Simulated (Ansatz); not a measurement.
Ansatz (a program for electronic structure) input (PBE/6-31G*):

Ansatz 0.2 input:
```yaml
crystal:
  periodic: [false, false, false]
  atoms:
    - {symbol: N, position_ang: [0.02965800, 1.57863600, -0.55059800]}
    - {symbol: Si, position_ang: [-0.17442500, 0.08708400, 0.28068700]}
    - {symbol: N, position_ang: [-0.89357700, -0.94432500, -0.88466100]}
    - {symbol: N, position_ang: [1.14702200, -0.82892100, 0.89070600]}
    - {symbol: H, position_ang: [0.12508600, 2.44042700, -0.03793400]}
    - {symbol: H, position_ang: [0.49570500, 1.62459800, -1.44332600]}
    - {symbol: H, position_ang: [-0.93018300, 0.46686300, 1.50097000]}
    - {symbol: H, position_ang: [-0.99170800, -1.92976200, -0.70330600]}
    - {symbol: H, position_ang: [-1.61008800, -0.59735500, -1.50096300]}
    - {symbol: H, position_ang: [1.54359600, -0.61600000, 1.79182200]}
    - {symbol: H, position_ang: [1.82781800, -1.24567100, 0.27498400]}
basis:
  gaussian:
    orbitals: 6-31G*
hamiltonian:
  xc: {name: PBE}
total_charge: 1
magnetization: {spin_polarized: true, initial_magnetization: 1}
```

Output:

```
Functional definition: PBE
integrals: 0.03 GiB planned
1062 factors; their error is unknown
mean field: 0.24 GiB planned
mean field evaluation 1: about -12411.4361 eV, gradient 9.0e1 eV
mean field evaluation 2: about -12326.7054 eV, gradient 1.5e2 eV
mean field evaluation 4: about -12440.1196 eV, gradient 3.2e1 eV
mean field evaluation 8: about -12441.8535 eV, gradient 2.1e1 eV
mean field evaluation 16: about -12445.1886 eV, gradient 1.6e-1 eV
mean field evaluation 32: about -12443.9304 eV, gradient 1.5e1 eV
mean field evaluation 64: about -12444.1879 eV, gradient 8.2e0 eV
mean field -12445.18886548 eV, -457.3522551544 hartree, gradient 2.6e-5 eV, S^2 0.753394; 7 other end points of the search recorded, 0 dependent functions left out
reference -12445.18889656 eV, -457.3522562966 hartree; 21, 20 occupied and 57, 58 virtual orbitals, 1062 factors
Total energy: -12445.18889656 eV, -457.3522562966 hartree
```

The dipole moment of an ion depends on the origin.

The geometry given is a B3LYP-D3(BJ)/def2-TZVP minimum of the species of charge 0 and multiplicity 1, not of this state.
